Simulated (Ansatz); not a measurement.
Reaction (redistribution): `[BH2][GeH2][O]C` + `F[SiH2][SeH]` → `C[O][GeH2][SeH]` + `B[SiH2]F`

Calculated with Ansatz (gas phase, PBE0-D4/def2-TZVP geometries, no zero-point term in ΔE). CBS: MP2 limit from def2 TZ/QZ plus the TZ coupled-cluster correction, frozen cores. DFT in def2-TZVPP. B3LYP here is the variant with VWN-RPA as its local correlation; programs differ in this. For Ge, Se outer-core shells are correlated without core-valence functions, which leaves a few kJ/mol of doubt a bond. Scalar relativity is left out up to krypton. One conformer a species, not always the lowest.

`[BH2][GeH2][O]C`:

Z-matrix (Å, degrees):
```
Ge
O 1 1.788
B 1 2.049 2 108.4
H 1 1.550 2 107.6 3 122.6
H 1 1.550 2 107.6 3 -122.6
C 2 1.404 1 117.9 3 179.9
H 3 1.192 1 121.2 2 0.2
H 3 1.194 1 119.7 2 -179.8
H 6 1.099 2 112.2 1 61.0
H 6 1.099 2 112.2 1 -60.7
H 6 1.093 2 108.3 1 -179.8
```

`F[SiH2][SeH]`:

```xyz
6

F     1.290   -0.054    1.261
Si   -0.138   -0.031    0.545
Se   -0.061    0.957   -1.484
H    -0.578   -1.438    0.426
H    -1.050    0.793    1.367
H     0.536   -0.227   -2.116
```

`C[O][GeH2][SeH]`:

Cartesian coordinates in Å:
```
C -1.089 0.484 -1.075
O 0.302 0.538 -0.861
Ge 0.930 0.270 0.776
Se 0.315 -1.851 1.589
H -1.271 0.658 -2.138
H -1.505 -0.495 -0.808
H -1.622 1.255 -0.504
H 0.289 1.272 1.753
H 2.445 0.409 0.621
H 1.205 -2.540 0.645
```

`B[SiH2]F`:

Cartesian coordinates in Å:
```
B 0.862 -0.071 -0.838
Si -0.568 0.048 0.555
F -0.095 0.783 1.903
H 1.966 0.361 -0.702
H 0.595 -0.607 -1.874
H -1.026 -1.319 0.934
H -1.735 0.806 0.022
```

(1) Is it downhill or uphill in electronic energy at CCSD(T)/CBS, and by how much? (Best estimate.)

(2) What do these levels give: PBE-D4, r2SCAN-D4, PBE0-D4, ωB97M-V, PBE0, B3LYP, HF/def2-TZVPP, MP2/def2-TZVPP, SCS-MP2/def2-TZVPP, HF/def2-QZVPP, MP2/def2-QZVPP, CCSD/CBS(def2)? (An estimate is asked.)

Largest T1 diagnostic among the species: 0.012.

Results:

(1) Ansatz gave: Uphill: ΔE = +14.1 kJ/mol.

(2) The calculation gave: PBE-D4 7.8, r2SCAN-D4 9.9, PBE0-D4 8.4, ωB97M-V 11.9, PBE0 9.5, B3LYP 8.6, HF/def2-TZVPP 6.6, MP2/def2-TZVPP 11.7, SCS-MP2/def2-TZVPP 10.2, HF/def2-QZVPP 6.7, MP2/def2-QZVPP 14.2, CCSD/CBS(def2) 14.3 kJ/mol.

In def2-TZVPP, CCSD(T) changes the Hartree–Fock value by +3.3 kJ/mol (the triples alone add −0.2 kJ/mol) and MP2 by +5.1 kJ/mol.
